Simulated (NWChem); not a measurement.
# C3Cl3F; SMILES FC(Cl)=C=C(Cl)Cl

```xyz
7

F     -1.5763    -2.1128     0.0000
C     -0.4009    -1.5166     0.0000
Cl     0.8962    -2.6411     0.0000
C     -0.2426    -0.2192     0.0000
C     -0.0512     1.0731     0.0000
Cl     0.0855     1.9995     1.4497
Cl     0.0855     1.9995    -1.4497
```
Atoms are numbered in this order, from 1.

Computed with NWChem. Geometry: optimised at PBE0/def2-SVP. Vzz is the largest principal value of the second derivative of the potential at the nucleus (NWChem prints the opposite sign); η is the asymmetry. Non-relativistic.

Q: Predict the results for CAM-B3LYP/def2-SVP. Quantities: Vzz Cl3 (a.u.); η Cl3; Vzz Cl7 (a.u.); η Cl7.

A: 
```yaml
Vzz Cl3 (a.u.): 3.714
"η Cl3": 0.07
Vzz Cl7 (a.u.): 3.832
"η Cl7": 0.10
```
